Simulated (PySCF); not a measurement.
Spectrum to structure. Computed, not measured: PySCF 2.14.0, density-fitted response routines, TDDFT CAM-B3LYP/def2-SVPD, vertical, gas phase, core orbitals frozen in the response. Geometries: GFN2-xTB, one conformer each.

```tsv
state	ν̃ (cm⁻¹)	f	main configurations (H = HOMO, L = LUMO)
S1	40940	0.016	H→L (83%), H-1→L (9%)
S2	44750	0.0049	H-2→L (65%), H-1→L (22%)
S3	47880	0.0020	H-3→L+3 (29%), H-1→L+3 (26%), H-1→L+1 (10%)
S4	50920	0.197	H→L+1 (90%)
S5	54150	0.291	H-2→L+1 (32%), H-1→L (18%), H-2→L (17%)
S6	54890	0.041	H-1→L (29%), H-2→L+1 (19%), H→L+2 (14%)
S7	56040	0.101	H→L+2 (48%), H-1→L+1 (21%), H→L+3 (13%)
S8	56770	0.071	H-2→L+1 (27%), H-1→L+1 (22%), H-3→L+1 (12%)
```

Orbital energies (eV): HOMO-3 -10.06, HOMO-2 -9.54, HOMO-1 -9.42, HOMO -8.68, LUMO 0.02, LUMO+1 0.57, LUMO+2 1.14.

Question: Which candidate is it? All have the formula C4H6O2Si.
A. `C(O[C@@H]1[SiH2]C1=C)=O`
B. `C#C[SiH2]OC(C)=O`
C. `O=C1CCC(=O)[SiH2]1`
D. `[SiH3]Oc1ccoc1`

Answer: A. Its S1 lies at 5.08 eV; the nearest of the others has S1 at 5.88 eV. S1 is HOMO→LUMO (83%), HOMO-1→LUMO (9%). Löwdin shares by element: HOMO carbon 39% or more, silicon 22%, oxygen 15% or more (atoms not listed hold the other 24%); LUMO carbon 62% or more, silicon 14% (atoms not listed hold the other 24%). At the same level the other candidates give, for their lowest levels:
- `O=C1CCC(=O)[SiH2]1`: 2.90 eV (f 0.000); 3.42 eV (f 0.001); 5.20 eV (f 0.001); 5.58 eV (f 0.001); 5.98 eV (f 0.041); T1 2.37 eV; HOMO -8.11, LUMO -1.07 eV
- `C#C[SiH2]OC(C)=O`: 5.88 eV (f 0.001); 6.05 eV (f 0.000); 6.36 eV (f 0.002); 6.42 eV (f 0.000); 7.50 eV (f 0.062); T1 5.05 eV; HOMO -9.66, LUMO 0.49 eV
- `[SiH3]Oc1ccoc1`: 5.92 eV (f 0.127); 5.93 eV (f 0.002); 6.41 eV (f 0.000); 6.86 eV (f 0.020); 6.99 eV (f 0.021); T1 3.87 eV; HOMO -7.65, LUMO 0.98 eV

The values belong to the conformer `[CH2:1]=[C:2]1[SiH2:3][C@H:4]1[O:5][CH:6]=[O:7]`: Si3–C4–O5–C6 -134°, C4–O5–C6–O7 0°.
Triplets come from the Tamm–Dancoff approximation.
